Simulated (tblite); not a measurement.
Compound: C2H12FPSi4.
Z-matrix (Å and degrees, GFN2-xTB geometry), rows numbered from 1:
```
F 
Si  1  1.6274
C   2  1.9030  1  105.54
C   3  1.5316  2  115.02  1   -49.34
Si  4  1.9139  3  114.09  2   -70.01
Si  5  2.3239  4  110.29  3    59.28
P   2  2.2155  1  111.36  3  -122.77
Si  7  2.2222  2  100.95  1   -46.11
H   2  1.4564  1  102.50  3   118.74
H   3  1.0926  2  106.99  1    71.82
H   3  1.0909  2  109.60  1  -173.31
H   4  1.0932  3  108.67  2   167.99
H   4  1.0922  3  108.91  2    52.89
H   5  1.4724  4  107.04  3   -64.84
H   5  1.4702  4  106.77  3  -178.35
H   6  1.4736  5  114.27  4    70.25
H   6  1.4685  5  116.71  4  -166.29
H   8  1.4630  7  112.74  2    54.78
H   8  1.4615  7  106.43  2   -66.21
H   8  1.4613  7  105.39  2   175.03
```

Computed values, GFN2-xTB/tblite, gas phase, harmonic and unscaled. The method is semi-empirical: single wavenumbers can be off by several per cent or more. Modes of hydrogen on silicon can be 10 to 20 % off. One conformer, not necessarily the lowest.

Harmonic wavenumbers (cm⁻¹): 40.8, 55.7, 81.1, 84.0, 102.8, 138.4, 142.6, 170.8, 203.9, 245.9, 335.4, 378.8, 396.0, 433.4, 440.6, 476.5, 501.6, 520.1, 541.1, 555.6, 568.9, 591.1, 609.2, 640.2, 656.8, 688.5, 712.5, 749.1, 754.4, 774.0, 778.2, 783.7, 787.5, 808.1, 836.1, 1067.8, 1077.2, 1156.6, 1284.0, 1299.6, 1478.9, 1489.1, 2136.3, 2178.3, 2190.2, 2195.7, 2249.9, 2261.6, 2273.0, 2306.3, 2945.3, 2953.1, 2972.0, 2982.8.

A = 1206, B = 688.1, C = 512.9 MHz; mass 197.974 u (most abundant isotopes); point group C1, symmetry number 1.

Question: What is the zero-point energy?

Answer: ½Σν̃ = 27541 cm⁻¹ = 329.46 kJ/mol.

Question: Give the ideal-gas entropy at 200 K and 1 bar in the rigid-rotor, harmonic-oscillator model (classical rotation).

Answer: Translation 166.51, rotation 124.73, vibration 125.71: S = 416.9 J/(mol K).

Question: And Cp and H(200 K) − H(0)?

Answer: Cp = 167.74 J/(mol K), of which vibrations give 134.48 (their classical limit is 54 R = 449.0); H(200 K) − H(0) = 20.20 kJ/mol without the zero-point energy, 13.55 from vibrations.

Question: Which modes carry the vibrational entropy at 200 K?

Answer: 40.8 cm⁻¹: 18.54; 55.7 cm⁻¹: 15.97; 81.1 cm⁻¹: 12.91; 84.0 cm⁻¹: 12.63; 102.8 cm⁻¹: 11.01; 138.4 cm⁻¹: 8.69 J/(mol K); the other 48 give 45.96 together.

Question: What must be added to the electronic energy to get the Gibbs energy at 200 K and 1 bar?

Answer: ZPE + [H(200 K) − H(0)] − T·S = 329.46 + 20.20 − 83.39 = 266.27 kJ/mol.

Question: How do the functions run with temperature in this model?

Answer: 
```
 T (K)  S (J/(mol K))  Cp (J/(mol K))  H − H(0) (kJ/mol)  G − H(0) (kJ/mol)  ln q(vib)
    50          267.4            69.9               2.40             -10.96       0.89
   100          326.4           102.4               6.75             -25.88       2.88
298.15          495.2           225.8              39.63            -108.02      10.95
373.15          549.7           259.8              57.89            -147.24      13.93
   500          632.0           302.5              93.71            -222.31      18.78
   750          766.1           358.1             176.84            -397.75      27.47
  1000          874.4           393.8             271.14            -603.24      35.09
```

q(vib) and H(0) count from the zero-point level.

Hindered rotation and anharmonicity are outside this model. Other conformers, if any are populated, would add a mixing term that is left out. The structure is chiral; the term R ln 2 for an equal mix with its mirror image is left out.
